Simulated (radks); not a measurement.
Values are calculated unless marked as measured or tabulated.
Sb4+, 47 electrons, occupied as [Kr] 4d10 5s1 (the NIST ground configuration). Level of theory: Dirac Kohn-Sham, PBE, spin-unpolarised, spherical densities, finite nucleus; Fermi nuclear charge, rms radius 4.6802 fm (a radial shooting solver on a logarithmic mesh with Libxc functionals).

Normalised radial functions P(r) = r R(r) (large component), r in bohr:

r,3d5/2,4p1/2,4d5/2
0.002296,0.0000,0.0081,0.0000
0.002652,0.0001,0.0099,0.0000
0.003038,0.0001,0.0120,0.0000
0.003508,0.0002,0.0148,0.0001
0.004052,0.0003,0.0183,0.0001
0.004642,0.0004,0.0225,0.0002
0.005361,0.0006,0.0279,0.0002
0.006142,0.0009,0.0343,0.0003
0.007093,0.0013,0.0426,0.0005
0.008192,0.0020,0.0530,0.0008
0.009385,0.0029,0.0651,0.0012
0.01084,0.0044,0.0807,0.0017
0.01252,0.0066,0.0996,0.0026
0.01434,0.0095,0.1212,0.0038
0.01656,0.0141,0.1482,0.0056
0.01913,0.0208,0.1799,0.0083
0.02191,0.0298,0.2141,0.0119
0.02531,0.0433,0.2547,0.0172
0.02923,0.0625,0.2988,0.0248
0.03349,0.0877,0.3420,0.0348
0.03867,0.1241,0.3867,0.0492
0.04466,0.1737,0.4260,0.0688
0.05117,0.2357,0.4532,0.0931
0.05909,0.3210,0.4645,0.1265
0.06825,0.4300,0.4501,0.1687
0.07819,0.5570,0.4055,0.2174
0.0903,0.7177,0.3192,0.2780
0.1035,0.8923,0.1982,0.3422
0.1195,1.0954,0.0310,0.4139
0.138,1.3061,-0.1651,0.4828
0.1581,1.4971,-0.3578,0.5371
0.1826,1.6708,-0.5410,0.5718
0.2108,1.7924,-0.6670,0.5699
0.2416,1.8398,-0.7008,0.5228
0.279,1.8045,-0.6205,0.4160
0.3222,1.6775,-0.4123,0.2478
0.3691,1.4831,-0.1129,0.0384
0.4263,1.2212,0.2717,-0.2205
0.4923,0.9350,0.6637,-0.4912
0.564,0.6752,0.9784,-0.7285
0.6514,0.4387,1.1967,-0.9289
0.7523,0.2578,1.2646,-1.0507
0.8619,0.1407,1.1943,-1.0823
0.9954,0.0656,1.0130,-1.0316
1.15,0.0266,0.7755,-0.9125
1.317,0.0098,0.5482,-0.7604
1.521,0.0029,0.3421,-0.5838
1.743,0.0007,0.1971,-0.4235
2.012,0.0001,0.0971,-0.2774
2.324,0.0000,0.0414,-0.1650
2.663,0.0000,0.0160,-0.0913
3.075,0.0000,0.0049,-0.0431
3.552,0.0000,0.0012,-0.0176
4.069,0.0000,0.0003,-0.0064
4.699,0.0000,0.0000,-0.0018
5.427,0.0000,0.0000,-0.0004
6.218,0.0000,0.0000,-0.0001
7.181,0.0000,0.0000,0.0000

3d5/2: eigenvalue -554.61 eV, 0 radial nodes, <r> = 0.307 bohr, 90 % of the charge inside 0.483 bohr. 4p1/2: eigenvalue -150.44 eV, 2 radial nodes at r = 0.122, 0.386 bohr, <r> = 0.831 bohr, 90 % of the charge inside 1.22 bohr. 4d5/2: eigenvalue -75.346 eV, 1 radial node at r = 0.377 bohr, <r> = 1.02 bohr, 90 % of the charge inside 1.56 bohr.
